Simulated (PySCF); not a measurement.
C₂H₇O₂Sb, SMILES C[O][SbH][O]C. The structure is a stationary point at PBE0-D3(BJ)/def2-SVP. The structure was generated by enumeration; whether it is a known compound was not checked. The def2 effective core potentials stand for the cores of Sb; spin–orbit coupling is left out. Other conformers were not sampled.

Give the equilibrium geometry at PBE0-D3(BJ)/def2-SVP (PySCF confirms it by a frequency run) as Cartesian coordinates in Å. (Estimate from the structure and the level; the computed values follow.)

One answer among several that fit: 
```xyz
12

Sb    -0.4537    -0.0396     0.5358
H     -1.6339    -0.9136    -0.3772
O     -0.2052     1.1748    -1.0290
C      0.7399     2.2043    -0.9441
H      1.7797     1.8306    -1.0058
H      0.5830     2.8921    -1.7916
H      0.6561     2.8036    -0.0150
O      1.0376    -1.2899     0.1441
C      1.1678    -1.8245    -1.1459
H      1.1519    -1.0456    -1.9295
H      2.1323    -2.3554    -1.2069
H      0.3644    -2.5507    -1.3798
```
Charge 0, spin multiplicity 1.
